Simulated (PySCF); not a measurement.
# P²⁺: ionisation energy

P²⁺ [Ne] 3s2 3p1 (2P) → P³⁺ [Ne] 3s2 (1S), as a difference of total energies. Calculation: PySCF 2.14, in aug-cc-pV(Q+d)Z with one added diffuse shell each of s, p, d, f, g type (8s7p6d4f3g, 114 functions); no relativity, point nucleus. Correlated levels: valence: [Ne] frozen. The calculations carry no spin-orbit coupling.

| method | ionisation energy (eV) |
| --- | --- |
| UHF | 29.589 |
| PBE | 30.248 |
| PBE0 | 30.269 |
| r2SCAN | 30.381 |
| revPBE | 30.247 |
| wB97M-V | 29.809 |
| MP2 (valence) | 29.916 |
| SCS-MP2 (valence) | 29.910 |

Problem. Estimate what wB97X-V gives.

Solution. 30.086 eV, closest to revPBE among the rows shown.

Problem. Estimate what LDA gives.

Solution. 30.209 eV, closest to revPBE among the rows shown.

A first-order spin-orbit estimate (lowest level to lowest level, LS coupling) adds 0.040 eV.

Errors of the correlated levels include the incompleteness of this basis and the frozen core.

For comparison: 30.203 eV (measured; NIST Atomic Spectra Database, ionization energies).
